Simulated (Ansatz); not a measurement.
Basis-set extrapolation for CH6AlNS (PBE0-D4/def2-TZVP geometry, frozen core, the Gaussian-basis code of Ansatz). Multiplicity 1, RHF reference.

```tsv
	def2-TZVPP	def2-QZVPP
HF	-735.302147	-735.325370
MP2 correlation	-0.652561	-0.700798
CCSD(T) correlation	-0.728364	not run
```

Energies in hartree. Use E(X) = E(∞) + A·exp(−7.88·√X) for Hartree–Fock and E(X) = E(∞) + B·X^(−2.97) for correlation, with X = 3 and 4, and add CCSD(T) minus MP2 of the smaller set to the MP2 limit.

Problem. What is the CCSD(T) energy at the basis-set limit?

Solution. HF limit: -735.325370 + (-0.023223) × 0.13774 = -735.32857. MP2 limit: -0.700798 + (-0.048237) × 0.74074 = -0.73653. Higher-order term: -0.728364 − (-0.652561) = -0.07580. Total: -736.14090 hartree, 69.3 kcal/mol below CCSD(T)/def2-TZVPP.
